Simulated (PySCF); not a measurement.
C3H8OSi. Atoms are numbered in the order given.

```xyz
13

C     -0.4824     2.4275     0.0000
C      0.6419     1.7020     0.0000
O      0.7404     0.3522     0.0000
Si    -0.5134    -0.7815     0.0000
C      0.3095    -2.4568     0.0000
H     -1.4778     1.9754     0.0000
H     -0.4196     3.5165     0.0000
H      1.6290     2.1781     0.0000
H     -1.3593    -0.5820    -1.2128
H     -1.3593    -0.5820     1.2128
H      0.9427    -2.5801    -0.8925
H     -0.4475    -3.2578     0.0000
H      0.9427    -2.5801     0.8925
```
Charge 0, spin multiplicity 1.

The structure is a stationary point at B3LYP-D3(BJ)/def2-SVP. One conformer was computed; it need not be the lowest.

All values below come from B3LYP-D3(BJ)/def2-SVP in PySCF.

Frequencies are harmonic and unscaled.

```tsv
mode	ν (cm⁻¹)	IR (km/mol)	Raman (Å⁴/amu)	depolarisation	moving atoms (share of kinetic energy)
1	72	0.6	1.7	0.75	C 42 %, H 26 %, O 18 %, Si 14 %
2	128	2.4	5.6	0.75	H 67 %, C 18 %, O 15 %
3	139	0.3	0.5	0.12	C 39 %, H 26 %, Si 17 %, O 17 %
4	159	1.7	1.3	0.75	H 80 %, O 13 %
5	231	2.3	2.1	0.52	C 45 %, H 25 %, Si 20 %, O 9 %
6	513	12.5	3.2	0.75	H 94 %
7	540	7.9	2.1	0.73	H 42 %, C 36 %, O 21 %
8	663	14.6	14.3	0.20	C 37 %, H 35 %, O 14 %, Si 14 %
9	707	23.3	0.9	0.75	H 81 %, C 16 %
10	741	17.6	16.6	0.75	H 71 %, O 14 %, C 11 %
11	744	30.6	3.7	0.75	Si 33 %, C 26 %, O 22 %, H 18 %
12	777	48.9	6.3	0.15	H 58 %, C 16 %, Si 15 %, O 11 %
13	845	47.0	2.3	0.75	H 71 %, C 29 %
14	883	53.9	5.5	0.75	H 76 %, C 18 %
15	937	333.3	7.4	0.74	H 80 %, Si 14 %
16	976	98.6	12.5	0.71	H 91 %
17	993	12.4	2.0	0.75	H 85 %, C 15 %
18	1002	105.8	4.5	0.58	H 52 %, C 23 %, O 22 %
19	1244	230.4	4.6	0.34	C 49 %, O 29 %, H 22 %
20	1276	29.8	0.8	0.20	H 78 %, C 22 %
21	1351	59.4	13.2	0.47	H 83 %, O 10 %
22	1419	20.9	5.5	0.71	H 82 %, C 17 %
23	1429	3.2	14.5	0.75	H 96 %
24	1436	4.5	11.6	0.75	H 96 %
25	1702	181.6	18.5	0.13	C 85 %, H 14 %
26	2217	157.0	57.0	0.75	H 96 %
27	2220	78.3	154.1	0.07	H 98 %
28	3034	1.5	137.8	0.00	H 97 %
29	3126	4.3	86.9	0.75	H 91 %, C 9 %
30	3134	2.9	79.7	0.75	H 91 %, C 9 %
31	3152	12.6	46.3	0.25	H 95 %
32	3166	13.5	186.4	0.23	H 91 %, C 9 %
33	3254	8.2	69.4	0.54	H 89 %, C 11 %
```
